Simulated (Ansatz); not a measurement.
Stepwise reaction of `[F][GeH2][F]` with hydrogen, as a gas-phase model of exchange steps in deposition or etching. ΔE in kJ/mol; ΔG adds harmonic PBE0-D4 terms to CCSD(T)/CBS, at 1 bar.

Gas-phase electronic energies from Ansatz, PBE0-D4/def2-TZVP geometries. CBS: MP2 limit from def2 TZ/QZ plus the TZ coupled-cluster correction, frozen cores. This one scheme is used for every species. Functionals use def2-TZVPP. B3LYP here is the variant with VWN-RPA as its local correlation; programs differ in this. For Ge outer-core shells are correlated without core-valence functions, which leaves a few kJ/mol of doubt a bond. Scalar relativity is left out up to krypton.

```json
{"step": "1", "reaction": "`[F][GeH2][F]` + H₂ → `[F][GeH3]` + H–F", "PBE-D4": "49.8", "B3LYP-D4": "53.2", "ωB97M-V": "52.7", "CCSD(T)/CBS": "47.0", "ΔG(600 K)": "46.9"}
{"step": "2", "reaction": "`[F][GeH3]` + H₂ → GeH₄ + H–F", "PBE-D4": "30.8", "B3LYP-D4": "36.4", "ωB97M-V": "34.6", "CCSD(T)/CBS": "28.1", "ΔG(600 K)": "32.8"}
```

Q: By hand: ΔE of the 2 steps together at CCSD(T)/CBS.

A: (47.0) + (28.1) = 75.1 kJ/mol, or 37.5 kJ/mol a step.

In ΔE each step is lower than the one before. All are uphill at CCSD(T)/CBS. ΔG lies between 32.8 and 46.9 kJ/mol a step. PBE-D4 differs from CCSD(T)/CBS by 2.7 to 2.8 kJ/mol a step. Isolated molecules leave out the surface, adducts and barriers. Largest T1 diagnostic: 0.012.
